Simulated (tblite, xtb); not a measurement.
C₄H₁₂Si (SMILES C[Si](C)(C)C), singlet, geometry from GFN2-xTB. Base run: GFN1-xTB (xtb 6.7.1).

Geometry (Å):
```xyz
17

C     -0.4178    -1.2142    -1.4127
Si     0.0000     0.0000     0.0000
C      0.0055     1.7853    -0.6761
C     -1.3104    -0.1539     1.3797
C      1.7226    -0.4172     0.7091
H     -1.3940    -1.0042    -1.8395
H     -0.4293    -2.2416    -1.0613
H      0.3100    -1.1522    -2.2162
H      0.2404     2.5034     0.1039
H     -0.9621     2.0557    -1.0881
H      0.7418     1.9077    -1.4649
H     -2.3046     0.0775     1.0091
H     -1.3399    -1.1599     1.7874
H     -1.1021     0.5252     2.2011
H      1.7542    -1.4286     1.1032
H      2.4935    -0.3392    -0.0517
H      1.9921     0.2565     1.5170
```
Charge 0, spin multiplicity 1.
All else is at xtb's defaults.
Base energy -16.78210 Eh.

Programs used: tblite, xtb; a row that names a program was run with it.

The base run was repeated with changes; each row names its change, and settings that it needs were set with it.

```tsv
change	ΔE vs base (mEh)	HOMO-LUMO gap (eV)	G_solv (kcal/mol)	SCF cycles
base	0.000	7.70	-	8
program = tblite; method = gfn1; option = --spin-polarized	0.000	-	-	-
program = tblite; method = gfn1; option = (--alpb, water)	1.390	-	-	-
gbsa = water	0.803	7.73	0.47	8
alpb = chcl3	-7.062	7.71	-4.44	8
program = tblite; method = gfn1; option = --grad	0.000	-	-	-
alpb = toluene	-6.540	7.71	-4.11	8
alpb = thf	-6.623	7.73	-4.18	8
```

ALPB and GBSA are two models with their own fitted parameters for each solvent, which aren't always the measured dielectric constant.
